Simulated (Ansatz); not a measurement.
`CO[SiH2]C#N` → 2 C• + 5 H• + N• + O• + Si•  (atomization)

Calculated with Ansatz (gas phase, PBE0-D4/def2-TZVP geometries, no zero-point term in ΔE). CCSD(T)/CBS is the MP2 limit (def2-TZVPP, def2-QZVPP) plus CCSD(T) − MP2 in def2-TZVPP, frozen cores. This one scheme is used for every species, atoms too. Functionals use def2-TZVPP. B3LYP here is the variant with VWN-RPA as its local correlation; programs differ in this. No spin–orbit coupling; open shells (•) take unrestricted orbitals. Spin–orbit coupling would lower the free atoms: a little for C, O, Si. One conformer a species, not always the lowest.

(1) What is ΔE at CCSD(T)/CBS? (An estimate is asked.)

(2) What do these levels give: LDA (SPW92), BLYP-D4, r2SCAN-D4, B3LYP, LC-ωPBE, HF/def2-SVP, CCSD/def2-SVP, CCSD(T)/def2-SVP, MP2/def2-TZVPP, CCSD(T)/def2-TZVPP, HF/def2-QZVPP, SCS-MP2/def2-QZVPP? (Estimate.)

Largest T1 diagnostic among the species: 0.012.

## Answers

(1) Ansatz gave: +3990.4 kJ/mol.

(2) Computed: LDA (SPW92) 4552.8, BLYP-D4 4010.3, r2SCAN-D4 3976.3, B3LYP 3961.8, LC-ωPBE 3963.7, HF/def2-SVP 2817.0, CCSD/def2-SVP 3694.9, CCSD(T)/def2-SVP 3744.9, MP2/def2-TZVPP 3969.6, CCSD(T)/def2-TZVPP 3877.2, HF/def2-QZVPP 2828.1, SCS-MP2/def2-QZVPP 4039.5 kJ/mol.

From PBE to PBE0 (25 % exact exchange), in def2-TZVPP and without D4, ΔE moves by −97.5 kJ/mol: exact exchange takes away binding that semilocal exchange gives to molecules. The D4 term adds +29.8 kJ/mol with B3LYP and +15.7 kJ/mol with PBE0; it sums over pairs of atoms, weighted by their polarisabilities, and B3LYP, whose exchange is more repulsive, gets the larger term. At CCSD(T), def2-SVP lies −245.5 kJ/mol from the extrapolated value and def2-TZVPP −113.2 kJ/mol: correlation converges slowly with the basis, and small sets miss more of it in the bonded molecule than in its fragments.

For atomizations the MP2-based limit and the directly extrapolated one differ by several kJ/mol either way, and by 10 to 25 for some Ge, Se and Sn compounds, so smaller differences from it don't rank the levels.
